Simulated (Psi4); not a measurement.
H$_{6}$F$_{2}$O$_{2}$Si$_{3}$ (SMILES F[Si](F)(O[SiH3])O[SiH3]), singlet, geometry from GFN2-xTB, atoms displaced at random by about 0.08 Å a coordinate; Psi4 with R2SCAN/STO-3G, gradient.

The Psi4 input:
```
memory 2 GB

molecule mol {
0 1
  F     0.299247    1.824621    0.327780
  Si    0.060716    0.512981   -0.384687
  F     0.466284    0.546315   -1.989828
  O    -1.349064   -0.054036   -0.478814
  Si   -2.842257   -0.233410    0.351460
  O     1.003063   -0.655330    0.403403
  Si    2.584143   -1.021457    0.837712
  H    -3.731247   -0.756626   -0.675869
  H    -3.436339    1.194260    0.660416
  H    -2.640478   -0.969999    1.503885
  H     2.878324   -0.048622    1.773150
  H     3.375271   -1.155748   -0.340739
  H     2.307546   -2.348914    1.358769
symmetry c1
no_reorient
no_com
}

set basis sto-3g
set reference rks

gradient('r2scan')
print_variables()
```

Predict the main parts of the log of this Psi4 run.


```
gradient() will perform analytic gradient computation.

   => Loading Basis Set <=

    Name: STO-3G
    Role: ORBITAL
    Keyword: BASIS

         ---------------------------------------------------------
                                   SCF
               by Justin Turney, Rob Parrish, Andy Simmonett
                          and Daniel G. A. Smith
                              RKS Reference
         ---------------------------------------------------------

  ==> Geometry <==

    Molecular point group: c1
    Full point group: C1

    Geometry (in Angstrom), charge = 0, multiplicity = 1:

       Center              X                  Y                   Z               Mass
    ------------   -----------------  -----------------  -----------------  -----------------
         F            0.299247000000     1.824621000000     0.327780000000    18.998403162730
         SI           0.060716000000     0.512981000000    -0.384687000000    27.976926534650
         F            0.466284000000     0.546315000000    -1.989828000000    18.998403162730
         O           -1.349064000000    -0.054036000000    -0.478814000000    15.994914619570
         SI          -2.842257000000    -0.233410000000     0.351460000000    27.976926534650
         O            1.003063000000    -0.655330000000     0.403403000000    15.994914619570
         SI           2.584143000000    -1.021457000000     0.837712000000    27.976926534650
         H           -3.731247000000    -0.756626000000    -0.675869000000     1.007825032230
         H           -3.436339000000     1.194260000000     0.660416000000     1.007825032230
         H           -2.640478000000    -0.969999000000     1.503885000000     1.007825032230
         H            2.878324000000    -0.048622000000     1.773150000000     1.007825032230
         H            3.375271000000    -1.155748000000    -0.340739000000     1.007825032230
         H            2.307546000000    -2.348914000000     1.358769000000     1.007825032230

  Running in c1 symmetry.

  Rotational constants: A =      0.07313  B =      0.02775  C =      0.02436 [cm^-1]
  Rotational constants: A =   2192.51637  B =    831.83649  C =    730.36334 [MHz]
  Nuclear repulsion =  580.501767806614907

  Charge       = 0
  Multiplicity = 1
  Electrons    = 82
  Nalpha       = 41
  Nbeta        = 41

  ==> Algorithm <==

  SCF Algorithm Type is DF.
  DIIS enabled.
  MOM disabled.
  Fractional occupation disabled.
  Guess Type is SAD.
  Energy threshold   = 1.00e-08
  Density threshold  = 1.00e-08
  Integral threshold = 1.00e-12

  ==> Primary Basis <==

  Basis Set: STO-3G
    Blend: STO-3G
    Number of shells: 33
    Number of basis functions: 53
    Number of Cartesian functions: 53
    Spherical Harmonics?: true
    Max angular momentum: 1

  ==> DFT Potential <==

   => LibXC <=

    Version 7.1.2
    S. Lehtola, C. Steigemann, M. J. T. Oliveira, and M. A. L. Marques,  SoftwareX 7, 1–5 (2018) (10.1016/j.softx.2017.11.002)

   => Composite Functional: R2SCAN <=

    r2SCAN Meta-GGA XC Functional  (0.1021/acs.jpclett.0c02405)
    J. W. Furness, A. D. Kaplan, J. Ning, J. P. Perdew, J. Sun  J. Phys. Chem. Lett.  11, 8208–8215, 2020

    Deriv               =              1
    GGA                 =           TRUE
    Meta                =           TRUE

    Exchange Hybrid     =          FALSE
    MP2 Hybrid          =          FALSE

   => Exchange Functionals <=

    1.0000   XC_MGGA_X_R2SCAN

   => Correlation Functionals <=

    1.0000   XC_MGGA_C_R2SCAN

   => LibXC Density Thresholds  <==

    XC_MGGA_C_R2SCAN:  1.00E-15
    XC_MGGA_X_R2SCAN:  1.00E-11

   => Molecular Quadrature <=

    Radial Scheme          =       TREUTLER
    Pruning Scheme         =           NONE
    Nuclear Scheme         =       TREUTLER

    Blocking Scheme        =         OCTREE
    BS radius alpha        =              1
    Pruning alpha          =              1
    Radial Points          =             75
    Spherical Points       =            302
    Total Points           =         274895
    Total Blocks           =           2095
    Max Points             =            256
    Max Functions          =             44
    Weights Tolerance      =       1.00E-15

   => Loading Basis Set <=

    Name: (STO-3G AUX)
    Role: JKFIT
    Keyword: DF_BASIS_SCF

  ==> Integral Setup <==

  SCF_SUBTYPE=INCORE selected. In-core MEM_DF algorithm will be used.
  Using in-core AOs.

  ==> MemDFJK: Density-Fitted J/K Matrices <==

    J tasked:                   Yes
    K tasked:                    No
    wK tasked:                   No
    Algorithm:                 Core
    Schwarz Cutoff:           1E-12
    Mask sparsity (%):       8.6152
    Fitting Condition:        1E-10

   => Auxiliary Basis Set <=

  Basis Set: (STO-3G AUX)
    Blend: DEF2-UNIVERSAL-JKFIT
    Number of shells: 250
    Number of basis functions: 800
    Number of Cartesian functions: 957
    Spherical Harmonics?: true
    Max angular momentum: 4

  Minimum eigenvalue in the overlap matrix is 2.7526527074E-01.
  Reciprocal condition number of the overlap matrix is 1.3908263142E-01.
    Using symmetric orthogonalization.

  ==> Pre-Iterations <==

  SCF Guess: Superposition of Atomic Densities via on-the-fly atomic UHF (no occupation information).

   -------------------------
    Irrep   Nso     Nmo
   -------------------------
     A         53      53
   -------------------------
    Total      53      53
   -------------------------

  ==> Iterations <==

                           Total Energy        Delta E     RMS |[F,P]|

   @DF-RKS iter SAD: -1204.46949421994282   -1.20447e+03   0.00000e+00
   @DF-RKS iter   1: -1206.86893199434576   -2.39944e+00   9.75911e-03 DIIS/ADIIS
   @DF-RKS iter   2: -1206.77553906041476    9.33929e-02   1.28740e-02 DIIS/ADIIS
   @DF-RKS iter   3: -1207.04817473422690   -2.72636e-01   2.89126e-03 DIIS/ADIIS
   @DF-RKS iter   4: -1207.06381057952490   -1.56358e-02   5.33945e-04 DIIS/ADIIS
[...]
  @DF-RKS Final Energy: -1207.06439918653473
    Total Energy =                      -1207.0643991865347289
[...]
     Multipole            Electronic (a.u.)      Nuclear  (a.u.)        Total (a.u.)
 ------------------------------------------------------------------------------------

 L = 1.  Multiply by 2.5417464519 to convert [e a0] to [Debye]
 Dipole X            :         -0.3217004            0.2102812           -0.1114193
 Dipole Y            :         -2.1522355            2.2515010            0.0992654
 Dipole Z            :          0.5858381           -0.0365057            0.5493324
 Magnitude           :                                                    0.5692398

 ------------------------------------------------------------------------------------

         ------------------------------------------------------------
                                   SCF GRAD
                          Rob Parrish, Justin Turney,
                       Andy Simmonett, and Alex Sokolov
         ------------------------------------------------------------

  ==> Geometry <==

    Molecular point group: c1
    Full point group: C1

    Geometry (in Angstrom), charge = 0, multiplicity = 1:

       Center              X                  Y                   Z               Mass
    ------------   -----------------  -----------------  -----------------  -----------------
         F            0.299247000000     1.824621000000     0.327780000000    18.998403162730
         SI           0.060716000000     0.512981000000    -0.384687000000    27.976926534650
         F            0.466284000000     0.546315000000    -1.989828000000    18.998403162730
         O           -1.349064000000    -0.054036000000    -0.478814000000    15.994914619570
         SI          -2.842257000000    -0.233410000000     0.351460000000    27.976926534650
         O            1.003063000000    -0.655330000000     0.403403000000    15.994914619570
         SI           2.584143000000    -1.021457000000     0.837712000000    27.976926534650
         H           -3.731247000000    -0.756626000000    -0.675869000000     1.007825032230
         H           -3.436339000000     1.194260000000     0.660416000000     1.007825032230
         H           -2.640478000000    -0.969999000000     1.503885000000     1.007825032230
         H            2.878324000000    -0.048622000000     1.773150000000     1.007825032230
         H            3.375271000000    -1.155748000000    -0.340739000000     1.007825032230
         H            2.307546000000    -2.348914000000     1.358769000000     1.007825032230

  Nuclear repulsion =  580.501767806614907

  ==> Basis Set <==

  Basis Set: STO-3G
    Blend: STO-3G
    Number of shells: 33
    Number of basis functions: 53
    Number of Cartesian functions: 53
    Spherical Harmonics?: true
    Max angular momentum: 1

  ==> DFJKGrad: Density-Fitted SCF Gradients <==

    Gradient:                    1
    J tasked:                  Yes
    K tasked:                   No
    wK tasked:                  No
    Integrals threads:           1
    Schwarz Cutoff:          1E-12
    Fitting Condition:       1E-10

   => Auxiliary Basis Set <=

  Basis Set: (STO-3G AUX)
    Blend: DEF2-UNIVERSAL-JKFIT
    Number of shells: 250
    Number of basis functions: 800
    Number of Cartesian functions: 957
    Spherical Harmonics?: true
    Max angular momentum: 4

  ==> DFT Potential <==

   => LibXC <=

    Version 7.1.2
    S. Lehtola, C. Steigemann, M. J. T. Oliveira, and M. A. L. Marques,  SoftwareX 7, 1–5 (2018) (10.1016/j.softx.2017.11.002)

   => Composite Functional: R2SCAN <=

    r2SCAN Meta-GGA XC Functional  (0.1021/acs.jpclett.0c02405)
    J. W. Furness, A. D. Kaplan, J. Ning, J. P. Perdew, J. Sun  J. Phys. Chem. Lett.  11, 8208–8215, 2020

    Deriv               =              1
    GGA                 =           TRUE
    Meta                =           TRUE

    Exchange Hybrid     =          FALSE
    MP2 Hybrid          =          FALSE

   => Exchange Functionals <=

    1.0000   XC_MGGA_X_R2SCAN

   => Correlation Functionals <=

    1.0000   XC_MGGA_C_R2SCAN

   => LibXC Density Thresholds  <==

    XC_MGGA_C_R2SCAN:  1.00E-15
    XC_MGGA_X_R2SCAN:  1.00E-11

   => Molecular Quadrature <=

    Radial Scheme          =       TREUTLER
    Pruning Scheme         =           NONE
    Nuclear Scheme         =       TREUTLER

    Blocking Scheme        =         OCTREE
    BS radius alpha        =              1
    Pruning alpha          =              1
    Radial Points          =             75
    Spherical Points       =            302
    Total Points           =         274895
    Total Blocks           =           2095
    Max Points             =            256
    Max Functions          =             44
    Weights Tolerance      =       1.00E-15

  -Total Gradient:
     Atom            X                  Y                   Z
    ------   -----------------  -----------------  -----------------
       1       -0.008495002623    -0.089507278878    -0.041665657950
       2       -0.105718249408     0.094572079601     0.046210312468
       3       -0.002670111461    -0.008716984344    -0.020103752463
       4        0.122213580875     0.032967169807    -0.015453435401
       5       -0.012255612812    -0.078758511936     0.054193742119
       6        0.024622364946    -0.013804810093     0.015023276454
       7        0.070196671295     0.021254154580     0.031271618464
       8       -0.000020538705     0.008513878717    -0.009318200530
       9       -0.019337969349     0.042735807256     0.002800478063
      10        0.001026810926     0.023373762835    -0.031529783195
      11       -0.029374955379    -0.022825495724    -0.028921208288
      12       -0.020353244882    -0.004155135151     0.005691850463
      13       -0.016837543778     0.000643240727    -0.009030471157

  Variable Map:
  ----------------------------------------------------------------------------
[...]
  Array Variable Map:
  ----------------------------------------------------------------------------
[...]
[...]
```
